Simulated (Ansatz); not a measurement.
One change: `[F][InH][SiH3]` becomes `[F][InH][Cl]`.

Ansatz, PBE0-D4/def2-TZVP geometries, multiplicity 1. 

Elements past krypton have def2 core potentials.

| property | `[F][InH][SiH3]` |
| --- | --- |
| HOMO–LUMO gap (B3LYP/def2-TZVPP) / eV | 5.39 |
| size of the dipole moment (ωB97M-V/def2-TZVPP) / D | 3.17 |
| LUMO energy (PBE/def2-TZVPP) / eV | -2.75 |
| zero-point energy (PBE0-D4/def2-TZVP) / kJ/mol | 83.8 |
| HOMO energy (PBE/def2-TZVPP) / eV | -6.74 |
| ideal-gas entropy at 298 K and 1 bar (rigid rotor, harmonic PBE0-D4/def2-TZVP) / J/(mol·K) | 345 |

Problem. What does the change do to each property? (Best estimate.)

Solution. Computed: 
| property | `[F][InH][Cl]` | shift |
| --- | --- | --- |
| HOMO–LUMO gap (B3LYP/def2-TZVPP) / eV | 6.65 | 1.26 |
| size of the dipole moment (ωB97M-V/def2-TZVPP) / D | 3.03 | -0.14 |
| LUMO energy (PBE/def2-TZVPP) / eV | -2.71 | 0.04 |
| zero-point energy (PBE0-D4/def2-TZVP) / kJ/mol | 23.0 | -60.8 |
| HOMO energy (PBE/def2-TZVPP) / eV | -7.66 | -0.92 |
| ideal-gas entropy at 298 K and 1 bar (rigid rotor, harmonic PBE0-D4/def2-TZVP) / J/(mol·K) | 308 | -37 |

With PBE0 the HOMO falls by 1.19 eV and the LUMO rises by 0.21 eV, so the gap widens by about 1.40 eV. PBE moves the HOMO by -0.92 eV and ωB97M-V by -1.44 eV. The zero-point energy changes by -60.8 kJ/mol with -9 modes. Dipoles are sizes alone; their direction can turn. Modes under 60 cm⁻¹, often nearly free rotors, make the harmonic entropy too high.

B3LYP here is the variant with VWN-RPA as its local correlation; programs differ in this.
